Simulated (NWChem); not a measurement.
System: InH3O; SMILES [InH2][OH]

Here is an NWChem input.

```
start job
memory heap 200 mb stack 900 mb global 1100 mb
geometry units angstroms noautosym nocenter noautoz
  In    -0.031604     0.303871     0.000000
  H     -1.611506     0.973580     0.000000
  H      1.539298     1.018668     0.000000
  O     -0.090887    -1.700672     0.000000
  H      0.783101    -2.106168     0.000000
end
basis spherical
  * library def2-svpd
end
ecp
  In library def2-ecp
end
dft
  xc xcamb88 1.00 lyp 0.81 vwn_5 0.19 hfexch 1.00
  cam 0.33 cam_alpha 0.19 cam_beta 0.46
  iterations 150
end
property
  response 1 0.0
end
task dft property
```

The geometry was optimised at PBE0/def2-SVP. Not confirmed as a minimum by frequencies. def2 effective core potentials on In; no spin-orbit coupling.

Static field.

Problem. Give the results of this calculation. (CAM-B3LYP/def2-SVPD with def2 effective core potentials on In.) Quantities: isotropic polarisability (bohr³); anisotropy (bohr³).

Solution. 
| Property | Value |
|---|---|
| isotropic polarisability (bohr³) | 42.5 |
| anisotropy (bohr³) | 13.6 |
